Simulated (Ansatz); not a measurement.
Relaxation of Al₄As₄H₁₄, a cluster cut from wurtzite AlAs (hydrogen-capped) with RKS r2SCAN-D4/def2-SVP.

```sh
$ ansatz run in.yaml --threads 2 --pin off --events-out ev --progress --plain --max-ram 32768MiB --backend cuda --devices 0, --max-vram 18GiB
```

```yaml
crystal:
  periodic: [false, false, false]
  atoms:
    - {symbol: Al, position_ang: [-2.120390, -1.218210, -1.459850]}
    - {symbol: As, position_ang: [-1.855040, -1.071980, 1.108370]}
    - {symbol: Al, position_ang: [2.110280, -1.226110, -1.461180]}
    - {symbol: As, position_ang: [-0.002690, -0.009170, -1.956040]}
    - {symbol: As, position_ang: [1.868010, -1.063520, 1.108510]}
    - {symbol: Al, position_ang: [0.004310, 0.007580, 2.392360]}
    - {symbol: Al, position_ang: [-0.000150, 2.429410, -1.465880]}
    - {symbol: As, position_ang: [0.001760, 2.153940, 1.104090]}
    - {symbol: H, position_ang: [-2.090800, -2.755740, -1.737500]}
    - {symbol: H, position_ang: [-3.424600, -0.404700, -1.736340]}
    - {symbol: H, position_ang: [-2.044520, -2.414790, 1.769090]}
    - {symbol: H, position_ang: [-3.110390, -0.570670, 1.777950]}
    - {symbol: H, position_ang: [2.061380, -2.765750, -1.726140]}
    - {symbol: H, position_ang: [3.421930, -0.430040, -1.752930]}
    - {symbol: H, position_ang: [0.000950, -0.002360, -3.471900]}
    - {symbol: H, position_ang: [2.056890, -2.410000, 1.761300]}
    - {symbol: H, position_ang: [3.129600, -0.567640, 1.769840]}
    - {symbol: H, position_ang: [-0.004040, 0.005760, 3.939560]}
    - {symbol: H, position_ang: [-1.351320, 3.164230, -1.740240]}
    - {symbol: H, position_ang: [1.355220, 3.156230, -1.742060]}
    - {symbol: H, position_ang: [-1.068220, 2.992810, 1.756320]}
    - {symbol: H, position_ang: [1.061830, 3.000700, 1.762670]}
basis:
  gaussian: {orbitals: def2-SVP}
hamiltonian: {xc: r2scan, dispersion: d4}
scf: {lower_state_search: "off"}
output: {orbitals: {seedname: orbitals}}
relax: {f_tol: 0.03, max_steps: 70}
```

Hardware: 2 threads of AMD EPYC 7R13 on a shared host and a share (18 GiB) of an NVIDIA H100 80GB HBM3. Wall time 12 s, peak host memory 0.92 GiB.

Positions (Å) and forces (eV/Å) at steps 1, 2, 3, 4 of 4:

```xyz
22
step=1 energy=-269943.5189 eV
Al   -2.120   -1.218   -1.460    0.201    0.100    0.288
As   -1.855   -1.072    1.108   -0.239   -0.137    0.414
Al    2.110   -1.226   -1.461   -0.194    0.100    0.293
As   -0.003   -0.009   -1.956    0.000    0.006   -0.327
As    1.868   -1.064    1.109    0.232   -0.149    0.400
Al    0.004    0.008    2.392    0.002   -0.001   -1.017
Al    0.000    2.429   -1.466    0.009   -0.211    0.301
As    0.002    2.154    1.104   -0.006    0.268    0.408
H    -2.091   -2.756   -1.738    0.141   -0.397   -0.098
H    -3.425   -0.405   -1.736   -0.281    0.331   -0.097
H    -2.045   -2.415    1.769    0.227   -0.219   -0.109
H    -3.110   -0.571    1.778   -0.083    0.304   -0.113
H     2.061   -2.766   -1.726   -0.143   -0.393   -0.092
H     3.422   -0.430   -1.753    0.280    0.329   -0.106
H     0.001   -0.002   -3.472   -0.004   -0.008   -0.023
H     2.057   -2.410    1.761   -0.224   -0.218   -0.098
H     3.130   -0.568    1.770    0.081    0.305   -0.109
H    -0.004    0.006    3.940    0.003    0.000    0.508
H    -1.351    3.164   -1.740   -0.416    0.079   -0.106
H     1.355    3.156   -1.742    0.414    0.079   -0.107
H    -1.068    2.993    1.756   -0.309   -0.085   -0.102
H     1.062    3.001    1.763    0.309   -0.084   -0.107
22
step=2 energy=-269943.5933 eV
Al   -2.093   -1.202   -1.402    0.019    0.006   -0.038
As   -1.964   -1.134    1.189    0.137    0.077   -0.281
Al    2.085   -1.210   -1.404   -0.015    0.000   -0.044
As   -0.002   -0.005   -2.066    0.000   -0.002    0.454
As    1.975   -1.132    1.188   -0.135    0.090   -0.289
Al    0.005    0.005    2.243   -0.006   -0.003    0.186
Al    0.003    2.407   -1.411   -0.009   -0.017   -0.046
As   -0.002    2.274    1.181    0.012   -0.151   -0.288
H    -1.982   -2.755   -1.718   -0.037   -0.063   -0.009
H    -3.371   -0.312   -1.715   -0.082    0.001   -0.005
H    -2.038   -2.539    1.769   -0.057    0.304    0.006
H    -3.220   -0.505    1.773    0.240   -0.199    0.007
H     1.957   -2.764   -1.706    0.039   -0.066   -0.010
H     3.368   -0.334   -1.737    0.077   -0.001   -0.001
H    -0.002   -0.005   -3.582    0.002   -0.003    0.142
H     2.050   -2.537    1.766    0.056    0.293    0.010
H     3.234   -0.505    1.766   -0.243   -0.194    0.008
H     0.002    0.004    3.818    0.003    0.004    0.181
H    -1.401    3.079   -1.731   -0.036    0.067   -0.005
H     1.409    3.073   -1.734    0.038    0.066    0.002
H    -1.182    3.043    1.754    0.290   -0.102    0.011
H     1.171    3.053    1.757   -0.292   -0.106    0.011
22
step=3 energy=-269943.7058 eV
Al   -2.106   -1.210   -1.401   -0.112   -0.061   -0.212
As   -1.902   -1.099    1.137    0.256    0.152   -0.153
Al    2.098   -1.220   -1.405    0.108   -0.065   -0.212
As   -0.002   -0.005   -1.969    0.001    0.000    0.063
As    1.909   -1.096    1.133   -0.260    0.148   -0.151
Al    0.004    0.005    2.281    0.002    0.000    0.060
Al    0.003    2.423   -1.412    0.002    0.125   -0.211
As   -0.001    2.203    1.127    0.003   -0.299   -0.150
H    -2.012   -2.775   -1.729   -0.005    0.116    0.032
H    -3.406   -0.330   -1.722    0.097   -0.065    0.033
H    -1.991   -2.454    1.756   -0.039   -0.299    0.138
H    -3.122   -0.508    1.761   -0.277    0.113    0.138
H     1.989   -2.787   -1.722    0.008    0.116    0.031
H     3.403   -0.353   -1.741   -0.097   -0.064    0.034
H    -0.003   -0.008   -3.481    0.000    0.000   -0.029
H     2.003   -2.449    1.756    0.040   -0.296    0.137
H     3.130   -0.500    1.750    0.277    0.115    0.136
H     0.004    0.008    3.868    0.001    0.001   -0.023
H    -1.402    3.119   -1.741    0.102   -0.051    0.032
H     1.412    3.111   -1.738   -0.104   -0.051    0.033
H    -1.130    2.959    1.743   -0.239    0.183    0.137
H     1.121    2.967    1.748    0.236    0.184    0.136
22
step=4 energy=-269943.7335 eV
Al   -2.114   -1.214   -1.424    0.017    0.009    0.009
As   -1.909   -1.104    1.144    0.015    0.009   -0.012
Al    2.106   -1.225   -1.428   -0.015    0.009    0.009
As   -0.002   -0.005   -1.968   -0.001    0.000    0.016
As    1.915   -1.100    1.139   -0.015    0.008   -0.012
Al    0.004    0.005    2.288   -0.001    0.000    0.002
Al    0.003    2.432   -1.435    0.000   -0.018    0.010
As   -0.001    2.211    1.134    0.001   -0.018   -0.012
H    -2.014   -2.771   -1.742   -0.003    0.004   -0.003
H    -3.405   -0.335   -1.733    0.002   -0.005   -0.002
H    -2.001   -2.471    1.775   -0.010   -0.011    0.003
H    -3.142   -0.510    1.780   -0.014   -0.004    0.003
H     1.991   -2.784   -1.735    0.003    0.005   -0.003
H     3.401   -0.358   -1.752   -0.002   -0.005   -0.003
H    -0.003   -0.008   -3.482    0.000    0.000   -0.006
H     2.015   -2.466    1.774    0.010   -0.010    0.004
H     3.149   -0.500    1.767    0.014   -0.003    0.002
H     0.005    0.009    3.875    0.000    0.000   -0.010
H    -1.397    3.119   -1.755    0.006    0.001   -0.003
H     1.409    3.112   -1.749   -0.005    0.001   -0.002
H    -1.140    2.977    1.761   -0.004    0.014    0.003
H     1.130    2.986    1.765    0.004    0.014    0.003
```
